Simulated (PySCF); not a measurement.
A run for PySCF: R-B3LYP/3-21G on C2H3BO2 (SMILES C#CB(O)O), a point of a torsion scan.

```python
from pyscf import gto, scf, dft, mp
from pyscf.data.elements import chemcore

mol = gto.M(
    atom='''
    C     1.98675632    0.50928217    0.12787798
    C     0.84692390    0.13821773    0.03255819
    B    -0.61805093   -0.34375554   -0.09447709
    O    -1.09682219   -1.36851820    0.66578275
    O    -1.48464997    0.27178554   -0.92498393
    H     2.98476622    0.83182546    0.21337683
    H    -1.03883088   -1.29858850    1.61231706
    H    -1.12233413    0.92337791   -1.52302424
    ''',
    basis='3-21g',
    charge=0, spin=0, verbose=3, max_memory=1800)
mf = dft.RKS(mol, xc='b3lyp')
mf.conv_tol = 1e-8
mf.max_cycle = 100
mf.kernel()
if not mf.converged:
    mf = mf.newton().run(mf.mo_coeff, mf.mo_occ)
```

Program output:

```
converged SCF energy = -251.956486822157
```

The run converged.

Cost: about 5 core-seconds (a rough figure).
